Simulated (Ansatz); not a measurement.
Several settings on one geometry of [TcNF4]2- (TcNF₄²⁻) (that of the charge -2 singlet, r2SCAN-D4/def2-SVPD). Ansatz on 4 threads of Arm Neoverse V2 on a shared host; times are rough.

| atom | x (Å) | y (Å) | z (Å) |
| --- | --- | --- | --- |
| Tc1 | 0.000 | -0.001 | 0.166 |
| N2 | 0.003 | -0.007 | 1.786 |
| F3 | 1.912 | 0.014 | -0.491 |
| F4 | -0.013 | 1.915 | -0.481 |
| F5 | -1.914 | -0.011 | -0.485 |
| F6 | 0.012 | -1.911 | -0.495 |

Totals from different functionals, basis sets or treatments of relativity can't be compared as stabilities.

DK, ANO-RCC and x2c sets are all-electron and run with scalar relativity unless a key says otherwise. In the def2 sets Tc takes a core potential; there is no spin–orbit coupling. Correlated methods freeze 5 core orbitals; core or outer-core shells of Tc are correlated, in sets that lack core-valence functions. A multiply charged anion in the gas phase is held together partly by the finite basis.

The spins typed aren't always the lowest for that charge.

Problem. Give the basis size and estimate the energy, ⟨S²⟩ and time of these runs.

```tsv
run	method	charge	state	further keys
1	UKS ωB97/cc-pVTZ-DK	-1	doublet	scf: {lower_state_search: full}; forces asked
2	RKS ωB97/ANO-RCC-VTZP	-2	singlet	scf: {omitted_lower_state_checks: [starts]}
3	UHF, ccsd/def2-SVP	-2	singlet	diis_vectors: 4
```

Solution. 
```
run  functions  energy (Eh)  ⟨S²⟩  wall time
  1        227   -4740.5328  0.77       71 s
  2        218   -4740.4939     –       13 s
  3        101    -533.2102  0.00    2.4 min
```

The highest occupied level of an anion often lies above zero with these methods, and sets without diffuse functions describe the outer electron poorly. At UHF, ccsd/def2-SVP the stability test found the charge -2 singlet unstable.
